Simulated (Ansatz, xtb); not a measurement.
# C3H2ClFN2: which of two isomers lies lower

Structure a: `Fc1nc[nH]c1Cl`, a singlet. Structure b: `Fc1c[nH]c(Cl)n1`, a singlet. Both are isolated molecules in the gas phase, relaxed with B3LYP/def2-SVP.

a (Å):

```xyz
9

C    -0.0565    3.1086    1.0132
C    -0.3592    1.4684   -0.3000
C     0.3109    1.9932    1.7358
Cl    0.8978    1.7901    3.3333
F    -0.0328    4.3626    1.4317
N    -0.4644    2.7798   -0.2288
N     0.1073    0.9382    0.8661
H    -0.6050    0.8540   -1.1655
H     0.2800   -0.0375    1.0795
```

b (Å):

```yaml
atoms:
  - { symbol: C, position_ang: [-0.8682, 2.8048, 1.0158] }
  - { symbol: C, position_ang: [-0.6792, 1.8565, 0.0380] }
  - { symbol: C, position_ang: [0.8677, 1.7756, 1.6114] }
  - { symbol: Cl, position_ang: [2.2688, 1.2286, 2.4459] }
  - { symbol: F, position_ang: [-1.8435, 3.6974, 1.0732] }
  - { symbol: N, position_ang: [0.4674, 1.1919, 0.4503] }
  - { symbol: N, position_ang: [0.0806, 2.7542, 1.9797] }
  - { symbol: H, position_ang: [-1.2267, 1.6074, -0.8652] }
  - { symbol: H, position_ang: [0.9263, 0.4189, -0.0169] }
```

Quicker runs give these differences E(b) − E(a): GFN2-xTB −2.3 kcal/mol; HF/STO-3G −0.6 kcal/mol (at GFN2-xTB geometries); r2SCAN-D4/def2-SVP −2.8 kcal/mol (at GFN2-xTB geometries).

Estimate E(b) − E(a) at the level CCSD(T)/def2-SVP + ΔMP2/def2-TZVPP.

Calculated at CCSD(T)/def2-SVP + ΔMP2/def2-TZVPP: E(b) − E(a) = −2.1 kcal/mol, so structure b lies lower.

The same difference at several levels:

```csv
level,geometry,E(b) − E(a) (kcal/mol),departure from the last row (kcal/mol),"job, with rough time for the two"
GFN2-xTB,GFN2-xTB,−2.3,−0.2,"optimisation, 0.2 s"
HF/STO-3G,GFN2-xTB,−0.6,+1.5,"single point, 0.76 s"
r2SCAN-D4/def2-SVP,GFN2-xTB,−2.8,−0.6,"single point, 3.7 s"
B3LYP/def2-SVP,B3LYP/def2-SVP,−2.7,−0.6,"optimisation, 30 s"
HF/def2-SVP,B3LYP/def2-SVP,−2.9,−0.8,part of the CCSD(T) run
MP2/def2-SVP,B3LYP/def2-SVP,−2.7,−0.6,part of the CCSD(T) run
CCSD(T)/def2-SVP,B3LYP/def2-SVP,−2.5,−0.4,single point
CCSD(T)/def2-SVP + ΔMP2/def2-TZVPP,B3LYP/def2-SVP,−2.1,,"single point, 49 s"
```

As drawn, both hold the same kinds of bond in the same numbers.

The levels shown agree on the order. The largest departure from CCSD(T)/def2-SVP + ΔMP2/def2-TZVPP is that of HF/STO-3G, 1.5 kcal/mol. The last row adds to CCSD(T) the change of the MP2 difference between the two basis sets, here +0.4 kcal/mol.

With thermal terms from frequencies at re-optimised GFN2-xTB minima (ideal gas, soft modes damped towards free rotors, one conformer each, 298.15 K, 1 atm): on the last row, ΔE + ΔZPE = −2.2, ΔH = −2.2, ΔG = −2.1 kcal/mol.

The correlated steps freeze 11 core orbitals. Codes used: Ansatz 0.2.0, xtb 6.7.1; the last row on 2 threads of Intel(R) Xeon(R) Processor @ 2.70GHz on a shared host.
